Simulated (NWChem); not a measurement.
System: SiH$_{2}$O$_{2}$BrCl; SMILES O[Si](O)(Cl)Br

Here is an NWChem input.

```
start job
memory heap 200 mb stack 900 mb global 1100 mb
geometry units angstroms noautoz
  O     -1.241189    -0.950791     1.394454
  Si    -0.416959    -0.604326     0.005556
  O     -1.411277    -0.885424    -1.292700
  Cl     1.239708    -1.821415     0.013350
  Br     0.280330     1.521357    -0.065738
  H     -2.113656    -0.523650     1.467765
  H     -1.125473    -0.488938    -2.135067
end
basis spherical
  O library 6-311g**
  Si library 6-311g**
  Cl library 6-311g**
  Br library 6-311g**
  H library 6-311g**
end
dft
  xc b3lyp
  iterations 150
  mulliken
end
task dft energy
```

Excerpt of the output:

```
             Northwest Computational Chemistry Package (NWChem) 7.3.0
             --------------------------------------------------------

 C1  symmetry detected

                             Geometry "geometry" -> ""
                             -------------------------

 Output coordinates in angstroms (scale by  1.889725989 to convert to a.u.)

  No.       Tag          Charge          X              Y              Z
 ---- ---------------- ---------- -------------- -------------- --------------
    1 O                    8.0000    -1.23572356    -0.99915812     1.37878944
    2 Si                  14.0000    -0.41790732    -0.58696600     0.00412403
    3 O                    8.0000    -1.41188580    -0.82440228    -1.30308055
    4 Cl                  17.0000     1.25123269    -1.78606462    -0.04110882
    5 Br                  35.0000     0.25728291     1.54697293     0.01980275
    6 H                    1.0000    -2.11239885    -0.58450086     1.47110626
    7 H                    1.0000    -1.13188134    -0.39044583    -2.12875999

 Effective nuclear repulsion energy (a.u.)     525.3958461343

                                 NWChem DFT Module
                                 -----------------

 Summary of "ao basis" -> "ao basis" (spherical)
 ------------------------------------------------------------------------------
       Tag                 Description            Shells   Functions and Types
 ---------------- ------------------------------  ------  ---------------------
 O                          6-311g**                 8       18   4s3p1d
 Si                         6-311g**                12       26   6s5p1d
 Cl                         6-311g**                12       26   6s5p1d
 Br                         6-311g**                18       44   8s7p3d
 H                          6-311g**                 4        6   3s1p

            General Information
            -------------------
          SCF calculation type: DFT
          Wavefunction type:  closed shell.
          No. of atoms     :     7
          No. of electrons :    84
           Alpha electrons :    42
            Beta electrons :    42
          Charge           :     0
          Spin multiplicity:     1
          Use of symmetry is: off; symmetry adaption is: off
          Maximum number of iterations: 150
          AO basis - number of functions:   144
                     number of shells:    66
          Convergence on energy requested:  1.00D-06
          Convergence on density requested:  1.00D-05
          Convergence on gradient requested:  5.00D-04

              XC Information
              --------------
                         B3LYP Method XC Potential
                     Hartree-Fock (Exact) Exchange  0.200
                        Slater Exchange Functional  0.800 local
                    Becke 1988 Exchange Functional  0.720 non-local
              Lee-Yang-Parr Correlation Functional  0.810
                  VWN I RPA Correlation Functional  0.190 local

             Grid Information
             ----------------
          Grid used for XC integration:  medium
          Radial quadrature: Mura-Knowles
          Angular quadrature: Lebedev.
          Tag              B.-S. Rad. Rad. Pts. Rad. Cut. Ang. Pts.
          ---              ---------- --------- --------- ---------
          O                   0.60       49          10.0       434
          Si                  1.10       88           9.0       590
          Cl                  1.00       88          11.0       590
          Br                  1.15      112          11.0       590
          H                   0.35       45          11.0       434
          Grid pruning is: on
          Number of quadrature shells:   476
          Spatial weights used:  Erf1

      Superposition of Atomic Density Guess
      -------------------------------------

 Sum of atomic energies:       -3471.22116506

      Non-variational initial energy
      ------------------------------

 Total energy =   -3472.540912
 1-e energy   =   -5872.896588
 2-e energy   =    1874.959830
 HOMO         =      -0.401445
 LUMO         =       0.012981

     ---------------------------------------------
      Total Density - Mulliken Population Analysis
     ---------------------------------------------

    Atom       Charge   Shell Charges
 -----------   ------   -------------------------------------------------------
    1 O    8     8.87   1.08  0.91  1.01  1.03  2.28  0.78  1.77  0.00
    2 Si  14    12.33   0.79  1.18  0.96  1.03  0.68  0.17  1.94  3.95  0.42  0.84  0.11  0.27
    3 O    8     8.88   1.08  0.91  1.01  1.03  2.28  0.78  1.78  0.00
    4 Cl  17    17.41   0.78  1.19  0.91  1.08  1.00  1.01  7.41 -1.50  1.03  3.21  1.29  0.01
    5 Br  35    35.38   0.75  1.21  1.20  0.77  1.03  1.00  1.24  0.74  0.47  5.50  4.82  1.10  0.85  3.07  1.61  7.76  2.14  0.11
    6 H    1     0.56   0.20  0.25  0.06  0.05
    7 H    1     0.57   0.20  0.26  0.06  0.05

   convergence    iter        energy       DeltaE   RMS-Dens  Diis-err
 ---------------- ----- ----------------- --------- --------- ---------
 d= 0,ls=0.0,diis     1  -3475.6442765526 -4.00D+03  9.22D-03  5.47D+00
 d= 0,ls=0.0,diis     2  -3475.5896150186  5.47D-02  8.06D-03  2.02D+00
 d= 0,ls=0.0,diis     3  -3475.6745635423 -8.49D-02  3.02D-03  1.24D+00
 d= 0,ls=0.0,diis     4  -3475.7786417572 -1.04D-01  7.67D-04  1.68D-02
 d= 0,ls=0.0,diis     5  -3475.7801209628 -1.48D-03  2.48D-04  2.34D-03
  Resetting Diis
 d= 0,ls=0.0,diis     6  -3475.7804045053 -2.84D-04  3.78D-05  3.78D-05
 d= 0,ls=0.0,diis     7  -3475.7804083531 -3.85D-06  2.05D-05  7.06D-06
 d= 0,ls=0.0,diis     8  -3475.7804077547  5.98D-07  1.19D-05  1.49D-05
 d= 0,ls=0.0,diis     9  -3475.7804088525 -1.10D-06  1.80D-06  2.77D-07
 d= 0,ls=0.0,diis    10  -3475.7804088741 -2.15D-08  2.50D-07  4.01D-09

         Total DFT energy =    -3475.780408874088
      One electron energy =    -5875.535698223842
           Coulomb energy =     2033.012633817684
    Exchange-Corr. energy =     -158.653190602208
 Nuclear repulsion energy =      525.395846134278

 Numeric. integr. density =       84.000004451612

                       DFT Final Molecular Orbital Analysis
                       ------------------------------------

 Vector   40  Occ=2.000000D+00  E=-3.430144D-01
              MO Center=  5.0D-01, -1.3D+00, -1.5D-01, r^2= 3.5D+00
   Bfn.  Coefficient  Atom+Function         Bfn.  Coefficient  Atom+Function
  ----- ------------  ---------------      ----- ------------  ---------------
    80      0.470066  4 Cl pz                71     -0.281382  4 Cl pz
    83      0.275732  4 Cl pz                77      0.207739  4 Cl pz
    55      0.184652  3 O  px                51      0.161271  3 O  px
    78      0.121102  4 Cl px                47      0.113563  3 O  px
    56     -0.103606  3 O  py                52     -0.098360  3 O  py

 Vector   41  Occ=2.000000D+00  E=-3.171205D-01
              MO Center=  1.2D-01,  1.1D+00,  6.4D-02, r^2= 3.0D+00
   Bfn.  Coefficient  Atom+Function         Bfn.  Coefficient  Atom+Function
  ----- ------------  ---------------      ----- ------------  ---------------
   114      0.531827  5 Br pz               117      0.337208  5 Br pz
   105     -0.277465  5 Br pz               111      0.224750  5 Br pz
    12     -0.127152  1 O  py                80     -0.120822  4 Cl pz
     8     -0.118309  1 O  py               102      0.106091  5 Br pz
   108     -0.099827  5 Br pz                56      0.091835  3 O  py

 Vector   42  Occ=2.000000D+00  E=-3.133247D-01
              MO Center=  3.3D-01,  8.0D-01, -4.1D-02, r^2= 3.6D+00
   Bfn.  Coefficient  Atom+Function         Bfn.  Coefficient  Atom+Function
  ----- ------------  ---------------      ----- ------------  ---------------
   112      0.482712  5 Br px               115      0.313329  5 Br px
   103     -0.252668  5 Br px                79     -0.240611  4 Cl py
   109      0.205936  5 Br px               113     -0.165463  5 Br py
    82     -0.141732  4 Cl py                70      0.139292  4 Cl py
   116     -0.107072  5 Br py                78     -0.103759  4 Cl px

 Vector   43  Occ=0.000000D+00  E=-2.700478D-02
              MO Center= -1.4D-01, -1.1D-01, -8.1D-02, r^2= 5.5D+00
   Bfn.  Coefficient  Atom+Function         Bfn.  Coefficient  Atom+Function
  ----- ------------  ---------------      ----- ------------  ---------------
    24      1.110260  2 Si s                116      0.511781  5 Br py
    23      0.430603  2 Si s                 68     -0.368858  4 Cl s
    10     -0.363554  1 O  s                135      0.362601  6 H  s
    54     -0.354949  3 O  s                 96     -0.321578  5 Br s
   141      0.308118  7 H  s                 81      0.292058  4 Cl px

 Vector   44  Occ=0.000000D+00  E= 1.627381D-02
              MO Center= -1.0D+00, -2.8D-01, -5.0D-01, r^2= 6.3D+00
   Bfn.  Coefficient  Atom+Function         Bfn.  Coefficient  Atom+Function
  ----- ------------  ---------------      ----- ------------  ---------------
   141      0.807326  7 H  s                135      0.579754  6 H  s
    24     -0.573407  2 Si s                 54     -0.475323  3 O  s
    10     -0.409400  1 O  s                 34     -0.391968  2 Si px
   116     -0.389928  5 Br py                96      0.363638  5 Br s
    35     -0.334398  2 Si py                68      0.241455  4 Cl s

 Vector   45  Occ=0.000000D+00  E= 2.202172D-02
              MO Center= -1.0D+00, -4.0D-01, -2.2D-01, r^2= 6.2D+00
   Bfn.  Coefficient  Atom+Function         Bfn.  Coefficient  Atom+Function
  ----- ------------  ---------------      ----- ------------  ---------------
    10      0.623160  1 O  s                141      0.546404  7 H  s
   135     -0.516040  6 H  s                 54     -0.510929  3 O  s
    39     -0.496677  2 Si pz                36     -0.329772  2 Si pz
    37      0.213602  2 Si px                55     -0.187405  3 O  px
   117      0.172150  5 Br pz                83      0.159741  4 Cl pz

     ---------------------------------------------
      Total Density - Mulliken Population Analysis
     ---------------------------------------------

    Atom       Charge   Shell Charges
 -----------   ------   -------------------------------------------------------
    1 O    8     8.54   1.08  0.91  0.98  1.00  2.06  0.81  1.69  0.01
    2 Si  14    12.97   0.79  1.18  0.94  1.04  0.83  0.04  1.98  3.89  0.63  1.08  0.16  0.41
    3 O    8     8.55   1.08  0.91  0.98  1.00  2.05  0.82  1.70  0.01
    4 Cl  17    17.27   0.78  1.19  0.89  1.09  1.02  1.00  7.43 -1.52  1.08  3.02  1.27  0.02
    5 Br  35    35.26   0.75  1.21  1.19  0.79  1.01  1.01  1.31  0.69  0.48  5.50  4.82  1.08  0.89  2.96  1.55  7.73  2.14  0.15
    6 H    1     0.70   0.26  0.34  0.04  0.07
    7 H    1     0.71   0.26  0.34  0.04  0.06

     -------------------------------------------
      Total Density - Lowdin Population Analysis
     -------------------------------------------

    Atom       Charge   Shell Charges
 -----------   ------   -------------------------------------------------------
    1 O    8     8.20   1.03  0.95  0.98  0.84  2.02  0.61  1.75  0.01
    2 Si  14    13.51   0.90  1.08  0.93  1.01  0.53  0.31  2.16  3.52  0.80  1.07  0.60  0.58
    3 O    8     8.21   1.03  0.95  0.98  0.84  2.02  0.62  1.76  0.01
    4 Cl  17    17.09   0.90  1.08  0.93  1.04  0.90  0.92  4.50  0.92  1.71  2.72  1.45  0.02
    5 Br  35    35.11   0.90  1.10  1.12  0.87  0.90  1.08  1.03  0.81  0.84  5.11  4.14  1.69  1.12  2.61  1.76  7.38  2.42  0.23
    6 H    1     0.94   0.26  0.35  0.12  0.19
    7 H    1     0.94   0.26  0.36  0.13  0.19

     Multipole analysis of the density
     ---------------------------------

     L   x y z        total         alpha         beta         nuclear
     -   - - -        -----         -----         ----         -------
     0   0 0 0     -0.000000    -42.000000    -42.000000     84.000000

     1   1 0 0     -0.669291     -0.334646     -0.334646      0.000000
     1   0 1 0      0.513995      0.256997      0.256997      0.000000
     1   0 0 1     -0.483113     -0.241557     -0.241557      0.000000

     2   2 0 0    -39.760922   -136.446486   -136.446486    233.132049
     2   1 1 0     -0.567388     -0.710435     -0.710435      0.853482
     2   1 0 1     -1.509290     -0.164878     -0.164878     -1.179535
     2   0 2 0    -44.768211   -302.232318   -302.232318    559.696425
     2   0 1 1      0.407326      0.505638      0.505638     -0.603951
     2   0 0 2    -38.655219    -82.769529    -82.769529    126.883839
```

Level: B3LYP/6-311G** (spherical d). Coordinates come from a PBE-D3(BJ)/def2-SVP optimisation.
